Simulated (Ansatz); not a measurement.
Species: CH$_{7}$B$_{3}$, SMILES `BB(B)C` (charge 0, multiplicity 1).

Task: Give a relaxed geometry from B3LYP-D3(BJ)/def2-TZVP (Ansatz, a quantum-chemistry and plane-wave program).

Result: One answer among several that fit: the end point of this relaxation, one of several conformers (outside a Z-matrix the atoms follow the SMILES, hydrogens last).
Cartesian coordinates (Å) in one orientation:
```xyz
11

B      1.621    -0.522    -0.002
B      0.094     0.067     0.056
B     -0.158     1.648     0.401
C     -1.139    -0.886    -0.270
H      2.258    -0.543    -1.014
H      2.158    -0.954     0.975
H     -0.284     2.027     1.529
H     -0.222     2.484    -0.452
H     -0.960    -1.944    -0.075
H     -2.076    -0.590     0.204
H     -1.292    -0.788    -1.353
```
